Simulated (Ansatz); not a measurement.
Job for Ansatz (an electronic-structure program): R-PBE0/def2-TZVPPD on H6OSSi (a complex), monomers drawn apart or pushed together. Files ending in .json are basis or fitting sets from the Basis Set Exchange.

Ansatz 0.2 input:
```yaml
crystal:
  periodic: [false, false, false]
  atoms:
    - {symbol: S, position_ang: [0.45933343, -0.12802745, -0.02943254]}
    - {symbol: H, position_ang: [0.27056481, 0.59534090, 1.08954442]}
    - {symbol: H, position_ang: [-0.85836715, -0.21638356, -0.26958854]}
    - {symbol: O, position_ang: [-0.13131749, 0.99959595, 3.58383630]}
    - {symbol: Si, position_ang: [-0.41376744, -0.48281611, 4.27758645]}
    - {symbol: H, position_ang: [0.42699702, 1.62355038, 4.05433431]}
    - {symbol: H, position_ang: [0.82217107, -1.29724232, 4.33877037]}
    - {symbol: H, position_ang: [-1.41759598, -1.13816042, 3.41991535]}
    - {symbol: H, position_ang: [-0.93935700, -0.32217647, 5.65540569]}
basis:
  gaussian:
    orbitals: def2-TZVPPD.json
hamiltonian:
  xc: {name: PBE0}
scf: {lower_state_search: off}
```

The head of its log:

```
WARN ansatz: RAYON_NUM_THREADS=1 ignored (pool sized by the plan → 1); use --threads N
Functional definition: PBE0
these checks for a lower state are left out or cut short: stability, starts, cluster_reference, orbital_swaps, neighbouring_geometries, increment
integrals: 0.17 GiB planned
1216 factors; their error is unknown
mean field: 1.32 GiB planned
mean field evaluation 1: about -20846.4434 eV, gradient 5.2e1 eV
mean field evaluation 2: about -20837.9321 eV, gradient 8.5e1 eV
```

Task: Give the final energy of this run.

Result: -766.2565 hartree.
